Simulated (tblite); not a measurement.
C4H2FOS (charge -1).
SMILES: `Fc1oc([S-])cc1`

Computed values, GFN2-xTB/tblite, gas phase, harmonic and unscaled. Errors from tens to a few hundred cm⁻¹ against measured bands are possible.

Harmonic wavenumbers (cm⁻¹): 175.9, 226.7, 280.0, 410.6, 479.9, 519.7, 595.5, 631.0, 724.8, 798.2, 900.1, 965.1, 1023.0, 1073.0, 1140.6, 1250.2, 1341.2, 1466.6, 1610.8, 3141.2, 3169.8.

A = 6422, B = 1416, C = 1160 MHz; mass 116.981 u (most abundant isotopes); point group Cs, symmetry number 1.

Question: What is the zero-point energy?

Answer: ½Σν̃ = 10962 cm⁻¹ = 131.13 kJ/mol.

Question: Entropy at 400 K, 1 bar (ideal gas, RRHO, classical rotation)?

Answer: Translation 174.35, rotation 120.03, vibration 63.17: S = 357.6 J/(mol K).

Question: And Cp and H(400 K) − H(0)?

Answer: Cp = 117.73 J/(mol K), of which vibrations give 84.48 (their classical limit is 21 R = 174.6); H(400 K) − H(0) = 28.76 kJ/mol without the zero-point energy, 15.46 from vibrations.

Question: What must be added to the electronic energy to get the Gibbs energy at 400 K and 1 bar?

Answer: ZPE + [H(400 K) − H(0)] − T·S = 131.13 + 28.76 − 143.02 = 16.87 kJ/mol.

Question: Which modes carry the vibrational entropy at 400 K?

Answer: 175.9 cm⁻¹: 12.26; 226.7 cm⁻¹: 10.24; 280.0 cm⁻¹: 8.60; 410.6 cm⁻¹: 5.79; 479.9 cm⁻¹: 4.74; 519.7 cm⁻¹: 4.23 J/(mol K); the other 15 give 17.33 together.

Question: How do the functions run with temperature in this model?

Answer: 
| T (K) | S (J/(mol K)) | Cp (J/(mol K)) | H − H(0) (kJ/mol) | G − H(0) (kJ/mol) | ln q(vib) |
| --- | --- | --- | --- | --- | --- |
| 50 | 225.7 | 35.3 | 1.68 | -9.60 | 0.01 |
| 100 | 253.2 | 46.1 | 3.70 | -21.62 | 0.14 |
| 298.15 | 326.2 | 96.2 | 17.83 | -79.42 | 1.81 |
| 373.15 | 349.6 | 112.5 | 25.67 | -104.77 | 2.64 |
| 500 | 385.7 | 134.2 | 41.39 | -151.45 | 4.13 |
| 750 | 445.6 | 160.4 | 78.58 | -255.65 | 7.08 |
| 1000 | 494.0 | 175.0 | 120.66 | -373.30 | 9.83 |

q(vib) and H(0) count from the zero-point level.

Hindered rotation and anharmonicity are outside this model.
